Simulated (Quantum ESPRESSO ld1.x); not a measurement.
Rb4+, 33 electrons, occupied as [Ar] 3d10 4s2 4p3. All-electron calculation, Dirac Kohn-Sham, RPBE, spin-unpolarised, spherical densities, point nucleus; open shells fill j = l - 1/2 first. Program: ld1.x of Quantum ESPRESSO 7.5.

Spin-orbit splittings of the eigenvalues, e(l+1/2) - e(l-1/2), with zeta = 2 splitting/(2l+1) and mean radii in bohr:

shell  occ.  splitting (eV)  zeta (eV)  <r> j=l-1/2  <r> j=l+1/2
2p        6           60.79      40.53       0.1522       0.1563
3p        6           9.151      6.101       0.5108       0.5211
3d       10           1.559     0.6237       0.5204       0.5240
4p        3           1.170     0.7801        1.503        1.527
4d        0          0.1306    0.05225        1.992        2.000
